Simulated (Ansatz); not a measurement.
Compare A (`C/C(F)=C/C(F)F`) with its isomer B (`FC/C=C/C(F)F`).

Gas-phase electronic energies from Ansatz, PBE0-D4/def2-TZVP geometries. CCSD(T)/CBS adds triple-zeta CCSD(T) − MP2 to the extrapolated MP2 energy (def2 sets, frozen cores). Double bonds are as drawn, so ΔE can hold a change between cis and trans. DFT in def2-TZVPP. B3LYP here is the variant with VWN-RPA as its local correlation; programs differ in this. One conformer a species, not always the lowest.

Problem. Which isomer does CCSD(T)/CBS put lower? Give the gap. (Estimate.)

Solution. The calculation gave: A, by 25.2 kJ/mol.

Problem. Give E(B) − E(A) in kJ/mol with B3LYP-D4, ωB97M-V, B3LYP, LDA (SPW92), PBE0-D4, r2SCAN-D4, PBE-D4. (Best estimate.)

Solution. Ansatz gave: B3LYP-D4 28.1, ωB97M-V 28.6, B3LYP 27.9, LDA (SPW92) 36.7, PBE0-D4 30.5, r2SCAN-D4 32.9, PBE-D4 33.1. None reverses the order clearly.

Problem. Does the order hold for the free energy at 298.15 K (harmonic terms from PBE0-D4)? (Estimate.)

Solution. Computed: Yes: G(B) − G(A) = +27.6 kJ/mol, for one conformer each. Modes under 60 cm⁻¹, often nearly free rotors, make the harmonic entropy too high.

Largest T1 diagnostic: 0.012.

Leaving LDA and LC-ωPBE aside and taking each functional with its dispersion term where it has one, the values, not all of them listed here, spread over 8.1 kJ/mol, from BHLYP-D4 to PBE-D4. LDA lies +3.8 kJ/mol from PBE without D4. From BLYP to BHLYP (50 % exact exchange), in def2-TZVPP and without D4, E(B) − E(A) moves by −4.8 kJ/mol.
